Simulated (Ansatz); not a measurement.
A structure relaxed at r2SCAN-D4/def2-SVP in Ansatz, charge -1, singlet:

```xyz
17

Ag   -0.002    0.000    0.004
Ag    1.021   -2.319    1.120
Ag   -1.879   -1.559    1.313
Ag    1.880    1.558   -1.308
Ag   -1.023    2.323   -1.114
Ag    0.656    2.327    1.225
Ag    0.130   -0.044    2.708
Ag   -0.134    0.044   -2.701
Ag   -0.656   -2.324   -1.219
Ag   -2.533   -0.054   -0.979
Ag   -1.896    1.466    1.673
Ag    1.894   -1.463   -1.670
Ag    2.530    0.058    0.988
Cl    2.203   -4.280    1.699
Cl   -3.689   -2.481    2.518
Cl    3.682    2.456   -2.543
Cl   -2.184    4.291   -1.712
```

**Question.** Give its formula and point group.

**Answer.** Ag13Cl4⁻ (started as a model of: Ag13(Cl)4). Point group C2h (tolerance 0.1 Å).

**Question.** Summarise the bond lengths by kind (pairs closer than 1.2 times the sum of covalent radii, bridged metal pairs left out).

**Answer.** 42 × Ag–Ag 2.71 to 3.13 Å; 4 × Ag–Cl 2.36 Å.

In the def2 sets Ag takes a core potential; there is no spin–orbit coupling. Single mean-field runs in def2-SVP are fitted with def2-universal-jkfit. The restricted singlet is unstable towards broken spin symmetry in Hartree–Fock (as tested in another run); at r2SCAN-D4/def2-SVP this wasn't settled. The relaxation made no stability test and no search for a lower SCF solution.
